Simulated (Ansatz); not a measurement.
CH5BSSi, SMILES `BC([SiH3])=S`. Total charge 0; spin multiplicity 1.

```xyz
9

B     0.932    0.106   -1.465
C     0.398    0.146   -0.021
Si   -1.036   -0.200    1.121
S     1.883    0.747    0.290
H     0.664    1.012   -2.200
H     1.381   -0.922   -1.882
H    -0.692    0.170    2.514
H    -1.339   -1.649    1.014
H    -2.191    0.592    0.628
```

Task: What are the harmonic wavenumbers in cm⁻¹ at PBE0-D4/def2-TZVP (Ansatz, finite differences of forces, unscaled)? (Best estimate.)

Result: Ansatz gave: 85, 169, 221, 280, 512, 581, 638, 694, 815, 892, 898, 926, 937, 999, 1153, 1243, 2235, 2244, 2254, 2561, 2647.

Task: Is this a minimum?

Result: Yes, all 21 modes are real.

Task: Give the ideal-gas thermochemistry at 298.15 K and 1 bar (rigid rotor, harmonic oscillator; point group Cs, symmetry number 1).

Result: Zero-point energy 137.5 kJ/mol; H(298) − E = 156.2 kJ/mol; entropy 325.9 J/(mol·K), of which translation 164.7, rotation 109.3, vibration 51.9; G(298) − E = 59.0 kJ/mol. Modes under 100 cm⁻¹ are hindered rotations or soft bends, so the harmonic entropy is rough.
